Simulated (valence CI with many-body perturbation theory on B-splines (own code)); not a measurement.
# I III: calculated level list

Computed by relativistic CI+MBPT: five valence electrons over a frozen Dirac-Fock core [Kr] 4d10, radial functions for each j: 11 s, 11 p, 10 d, 8 f, 5 g, 2 h, with the one-electron correlation potential Σ1, the two-electron term Σ2, the three-electron term Σ3, Breit, model QED; selected CI, second order for the rest, scaled by the run's own slope (own B-spline code, finite nucleus).

No measured spectrum was set against this ion. As an estimate, levels hold to about 250 cm⁻¹ or 0.2 % of their energy and the worst to 1 %, as in measured heavy ions of charge 2 to 7. Among the levels kept, up to 3000 cm⁻¹ of a level comes from second order outside the variational space, and about a tenth of that is noise between levels of different J, which matters for small intervals.

Levels 91 to 129 of 129, with energies above the lowest level, 5s²5p³ ⁴S°_3/2. "Leading %" is the weight of the configuration and term that name the level; weights of strongly mixed levels are sums over their largest components and can fall short. In the jj column 3d3/2^4 stands for four electrons in 3d with j = 3/2. Lifetimes count E1, E2, E3, M1 and M2 decay at the calculated energies, and are blank where another channel may lead or the interval is too uncertain; long ones can be off by a factor of two.

```tsv
No.	Configuration	Term	J	E (cm⁻¹)	Leading %	Lifetime	Leading jj
91	4f5s²5p²	²G°	9/2	178012	56	1.60 ns	4f7/2 5s^2 5p1/2 5p3/2 (42 %)
92	5s²5p²6p	²P°	3/2	179041	75	2.33 ns	5s^2 5p3/2^2 6p3/2 (73 %)
93	4f5s²5p²	²F°	5/2	179280	77	1.31 ns	4f7/2 5s^2 5p1/2 5p3/2 (72 %)
94	5s²5p²6d	²P	3/2	179789	33	718 ps	5s^2 5p1/2 5p3/2 6d3/2 (86 %)
95	5s²5p²7p	⁴D°	1/2	179912	49	8.95 ns	5s^2 5p1/2^2 7p1/2 (82 %)
96	5s²5p²6d	⁴F	7/2	179955	59	1.65 ns	5s^2 5p1/2 5p3/2 6d5/2 (89 %)
97	5s²5p²6d	⁴F	5/2	180129	50	655 ps	5s^2 5p1/2 5p3/2 6d3/2 (61 %)
98	5s²5p²6d	⁴D	1/2	180406	74	1.18 ns	5s^2 5p1/2 5p3/2 6d3/2 (91 %)
99	5s5p³5d	⁶D°	1/2	180885	92	36.8 ns	5s 5p1/2 5p3/2^2 5d3/2 (47 %)
100	5s5p³5d	⁶D°	3/2	181017	92	30.4 ns	5s 5p1/2 5p3/2^2 5d3/2 (43 %)
101	5s²5p²7s	⁴P	5/2	181087	53	935 ps	5s^2 5p1/2 5p3/2 7s (60 %)
102	5s5p³5d	⁶D°	5/2	181162	91	29.0 ns	5s 5p1/2 5p3/2^2 5d3/2 (33 %)
103	5s²5p²7p	⁴D°	3/2	181325	30	7.69 ns	5s^2 5p1/2^2 7p3/2 (83 %)
104	5s5p³5d	⁶D°	7/2	181334	89	24.6 ns	5s 5p1/2 5p3/2^2 5d5/2 (25 %)
105	5s²5p²7s	²P	3/2	181590	28	840 ps	5s^2 5p1/2 5p3/2 7s (40 %)
106	5s5p³5d	⁶D°	9/2	181605	77	9.69 ns	5s 5p1/2 5p3/2^2 5d5/2 (47 %)
107	5s²5p²6d	²F	5/2	181713	50	722 ps	5s^2 5p1/2 5p3/2 6d5/2 (63 %)
108	5s²5p²7s	²P	3/2	182297	27	445 ps	5s^2 5p1/2 5p3/2 6d5/2 (48 %)
109	4f5s²5p²	²G°	9/2	183010	34	1.49 ns	4f7/2 5s^2 5p3/2^2 (59 %)
110	5s²5p²6d	²F	7/2	183486	31	2.03 ns	5s^2 5p1/2 5p3/2 6d3/2 (56 %)
111	5s²5p²6d	⁴F	9/2	183616	71	2.10 ns	5s^2 5p1/2 5p3/2 6d5/2 (74 %)
112	4f5s²5p²	²F°	7/2	184575	42	1.13 ns	4f5/2 5s^2 5p3/2^2 (50 %)
113	5s²5p²6d	⁴D	5/2	184813	46	615 ps	5s^2 5p1/2 5p3/2 6d3/2 (52 %)
114	5s²5p²6d	⁴P	3/2	185151	50	491 ps	5s^2 5p1/2 5p3/2 6d3/2 (63 %)
115	4f5s²5p²	²F°	5/2	185186	60	1.03 ns	4f5/2 5s^2 5p3/2^2 (75 %)
116	5s²5p²6d	⁴P	1/2	185416	70	398 ps	5s^2 5p1/2 5p3/2 6d3/2 (65 %)
117	5s²5p²7p	²S°	1/2	186153	39	9.30 ns	5s^2 5p1/2 5p3/2 7p1/2 (81 %)
118	5s²5p²6d	²D	5/2	186452	64	453 ps	5s^2 5p1/2 5p3/2 6d5/2 (56 %)
119	5s²5p²6d	²P	1/2	186694	75	437 ps	5s^2 5p1/2 5p3/2 6d5/2 (59 %)
120	5s²5p²6d	²F	7/2	186718	55	446 ps	5s^2 5p1/2 5p3/2 6d5/2 (54 %)
121	4f5s²5p²	²H°	11/2	186926	79	1.10 ns	4f7/2 5s^2 5p3/2^2 (57 %)
122	5s²5p²7p	⁴D°	3/2	186989	49	5.33 ns	5s^2 5p1/2 5p3/2 7p1/2 (79 %)
123	5s²5p²6d	²D	3/2	187146	70	460 ps	5s^2 5p1/2 5p3/2 6d5/2 (68 %)
124	4f5s²5p²	²D°	3/2	187563	45	1.55 ns	5s^2 5p1/2 5p3/2 7p3/2 (32 %)
125	5s²5p²7p	⁴D°	5/2	187682	61	9.00 ns	5s^2 5p1/2 5p3/2 7p3/2 (91 %)
126	4f5s²5p²	²H°	9/2	188079	63	1.25 ns	4f5/2 5s^2 5p3/2^2 (69 %)
127	4f5s²5p²	²F°	7/2	188119	54	1.70 ns	4f7/2 5s^2 5p3/2^2 (56 %)
128	5s²5p²7p	²D°	3/2	188295	42	2.28 ns	5s^2 5p1/2 5p3/2 7p3/2 (55 %)
129	5s²5p²7p	⁴P°	1/2	188483	56	10.0 ns	5s^2 5p1/2 5p3/2 7p3/2 (80 %)
```

Names give the largest LS component (configuration and term), which can be under half, so a name can repeat, a term be missing and a line seem to break the LS rules; names also repeat where a configuration has a term twice.

Where two levels of one J and parity lie close, their mixing, g and order are uncertain.
